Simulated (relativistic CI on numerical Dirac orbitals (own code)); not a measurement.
**Mn5+ (3d2) in a crystal field**

Calculated by Dirac-Coulomb-Breit CI, KLI orbitals optimised for each configuration, model QED, valence Slater integrals scaled by 0.9, one configuration in a parametric crystal field (own radial code). With so little scaling, terms lie 10 to 35 % too far apart, which can change the order of excited levels.

Field parameters in Wybourne normalisation: Oh B⁴₀ = 21Dq, B⁴₄ = √(5/14) B⁴₀. The field is a parameter set, without covalency.

S is read from ⟨S²⟩ = S(S + 1).

Powder χT (cm³ K mol⁻¹) by Van Vleck's formula, with temperature-independent terms:

| Field | 2 K | 5 K | 10 K | 20 K | 50 K | 100 K | 200 K | 300 K |
| --- | --- | --- | --- | --- | --- | --- | --- | --- |
| Oh, 10Dq = 5900 cm⁻¹ | 0.0026 | 0.00649 | 0.013 | 0.0263 | 0.0736 | 0.156 | 0.312 | 0.461 |
| Oh, 10Dq = 10600 cm⁻¹ | 0.0043 | 0.0108 | 0.0216 | 0.0437 | 0.102 | 0.184 | 0.339 | 0.487 |
| Oh, 10Dq = 15300 cm⁻¹ | 0.00651 | 0.0163 | 0.0326 | 0.0619 | 0.121 | 0.202 | 0.357 | 0.504 |
| Oh, 10Dq = 20000 cm⁻¹ | 0.00919 | 0.023 | 0.0452 | 0.0778 | 0.136 | 0.215 | 0.37 | 0.517 |
| Oh, 10Dq = 24700 cm⁻¹ | 0.0122 | 0.0306 | 0.0578 | 0.091 | 0.147 | 0.227 | 0.382 | 0.528 |
| Oh, 10Dq = 29400 cm⁻¹ | 0.0156 | 0.0387 | 0.0697 | 0.102 | 0.156 | 0.236 | 0.392 | 0.538 |
| Oh, 10Dq = 34100 cm⁻¹ | 0.0191 | 0.0471 | 0.0802 | 0.111 | 0.165 | 0.244 | 0.4 | 0.546 |
| Oh, 10Dq = 38800 cm⁻¹ | 0.0227 | 0.0552 | 0.0895 | 0.119 | 0.172 | 0.251 | 0.408 | 0.553 |

(1) For Oh, 10Dq = 29400 cm⁻¹: what effective moment follows at 300 K?

Answers

(1) μ_eff = √(8χT) = 2.07 μB. The ground level has S = 1.00; the spin-only moment for S = 1 is 2.83 μB. The difference comes from the orbital moment, spin-orbit mixing of terms and temperature-independent paramagnetism, all larger in this ionic model than in covalent complexes.
